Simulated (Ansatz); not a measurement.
Ansatz (an electronic-structure program) input (B3LYP/def2-TZVPD):

Ansatz 0.2 input:
```yaml
crystal:
  periodic: [false, false, false]
  atoms:
    - {symbol: C, position_ang: [4.45929622, -0.16087451, 0.68250341]}
    - {symbol: C, position_ang: [3.24964350, 0.76214299, 0.57358551]}
    - {symbol: C, position_ang: [1.95072979, 0.00375980, 0.30498851]}
    - {symbol: C, position_ang: [0.73604183, 0.93227151, 0.19576043]}
    - {symbol: Si, position_ang: [-0.86951240, 0.06929282, -0.12979332]}
    - {symbol: Cl, position_ang: [-2.40300782, 1.42603295, -0.25169489]}
    - {symbol: Cl, position_ang: [-1.30072519, -1.25750689, 1.37560516]}
    - {symbol: Cl, position_ang: [-0.78984396, -0.97397577, -1.89552549]}
    - {symbol: H, position_ang: [4.33347707, -0.87895378, 1.49617178]}
    - {symbol: H, position_ang: [5.37369733, 0.40287842, 0.87417777]}
    - {symbol: H, position_ang: [4.60456295, -0.72850534, -0.23956889]}
    - {symbol: H, position_ang: [3.41137551, 1.49056311, -0.22730940]}
    - {symbol: H, position_ang: [3.14218705, 1.34116772, 1.49628223]}
    - {symbol: H, position_ang: [1.78551611, -0.72363724, 1.10482563]}
    - {symbol: H, position_ang: [2.05452213, -0.57434309, -0.61759788]}
    - {symbol: H, position_ang: [0.60733970, 1.50994969, 1.11670141]}
    - {symbol: H, position_ang: [0.87703642, 1.65962717, -0.61014458]}
basis:
  gaussian:
    orbitals: def2-TZVPD
hamiltonian:
  xc: {name: B3LYP}
magnetization: {spin_polarized: true, initial_magnetization: 2}
```

End of the output:

```
integrals: 0.84 GiB planned
2332 factors; their error is unknown
0.60 GiB of the device are held for the grids
4.74 GiB of device memory are held for the factors and their scratch space
mean field: 4.96 GiB planned
mean field evaluation 1: about -49722.6733 eV, gradient 6.3e1 eV
mean field evaluation 2: about -49635.9598 eV, gradient 1.3e2 eV
mean field evaluation 4: about -49734.4747 eV, gradient 3.1e1 eV
mean field evaluation 8: about -49743.3068 eV, gradient 1.2e0 eV
mean field evaluation 16: about -49743.3600 eV, gradient 4.5e-1 eV
mean field evaluation 32: about -49743.3611 eV, gradient 1.0e-3 eV
mean field evaluation 64: about -49743.3611 eV, gradient 2.9e-3 eV
mean field evaluation 96: about -49743.3431 eV, gradient 8.7e-4 eV
mean field evaluation 128: about -49743.3500 eV, gradient 9.5e-1 eV
mean field evaluation 160: about -49742.6032 eV, gradient 1.1e0 eV
mean field -49743.39793424 eV, -1828.0361567972 hartree, gradient 9.2e-6 eV, S^2 2.005153; 14 other end points of the search recorded, 0 dependent functions left out
reference -49743.39827793 eV, -1828.0361694274 hartree; 50, 48 occupied and 360, 362 virtual orbitals, 2332 factors
Total energy: -49743.39827793 eV, -1828.0361694274 hartree
```

This state (charge 0, triplet) is run at the relaxed geometry of the species with charge 0 and multiplicity 1, and is a spin state other than that species' own.
